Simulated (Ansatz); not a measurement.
Method: Ansatz (an electronic-structure program) with frozen-core CCSD(T)/cc-pVTZ // PBE0-D4/def2-SVP.

Ansatz 0.2 input:
```yaml
crystal:
  periodic: [false, false, false]
  atoms:
    - { symbol: B, position_ang: [1.098168, 1.037524, 0.467476] }
    - { symbol: N, position_ang: [0.131975, 0.124686, 0.056222] }
    - { symbol: C, position_ang: [0.440074, -1.232372, -0.332056] }
    - { symbol: C, position_ang: [-1.274865, 0.44368, -0.023292] }
    - { symbol: H, position_ang: [2.256472, 0.689601, 0.505922] }
    - { symbol: H, position_ang: [0.755741, 2.156261, 0.776287] }
    - { symbol: H, position_ang: [1.519198, -1.411252, -0.250484] }
    - { symbol: H, position_ang: [0.128692, -1.429237, -1.373684] }
    - { symbol: H, position_ang: [-0.086692, -1.960145, 0.311035] }
    - { symbol: H, position_ang: [-1.87084, -0.216906, 0.631796] }
    - { symbol: H, position_ang: [-1.442816, 1.483343, 0.283395] }
    - { symbol: H, position_ang: [-1.655107, 0.314816, -1.052615] }
basis:
  gaussian: { orbitals: cc-pVTZ }
correlation:
  method: ccsd_t
```

Output:

```
Functional definition: HF
1310 factors; integrals over basis functions are off by at most 1.0e-3 eV
mean field evaluation 1: about -4340.3186 eV, gradient 3.0e1 eV
mean field evaluation 2: about -4340.3209 eV, gradient 3.0e1 eV
mean field evaluation 4: about -4342.9163 eV, gradient 5.0e0 eV
mean field evaluation 8: about -4342.9768 eV, gradient 8.0e-5 eV
mean field evaluation 16: about -4342.9754 eV, gradient 1.6e-1 eV
mean field -4342.97677955 eV, -159.6014528730 hartree, gradient 1.1e-6 eV, S^2 0.000000; 0 other end points of the search recorded, 0 dependent functions left out
4 core orbitals not correlated
reference -4342.97677955 eV, -159.6014528730 hartree; 12, 12 occupied and 216, 216 virtual orbitals, 1310 factors
second order -18.39968002 eV of doubles, -0.00000000 eV of singles
cycle   1  -19.01773606 eV  change   -6.2e-1 eV  update   9.0e-2
cycle   2  -19.51210036 eV  change   -4.9e-1 eV  update   2.6e-2
cycle   3  -19.60039164 eV  change   -8.8e-2 eV  update   1.4e-2
cycle   4  -19.59073810 eV  change    9.7e-3 eV  update   4.6e-3
cycle   5  -19.59197793 eV  change   -1.2e-3 eV  update   2.5e-3
cycle   6  -19.59180857 eV  change    1.7e-4 eV  update   6.3e-4
cycle   7  -19.59159199 eV  change    2.2e-4 eV  update   1.7e-4
cycle   8  -19.59158813 eV  change    3.9e-6 eV  update   4.4e-5
cycle   9  -19.59158484 eV  change    3.3e-6 eV  update   1.2e-5
perturbative correction -0.75955686 eV, -0.0279131999 hartree
Total energy: -4363.32792125 eV, -160.3493435361 hartree
```

Cost: very roughly 4 core-minutes.
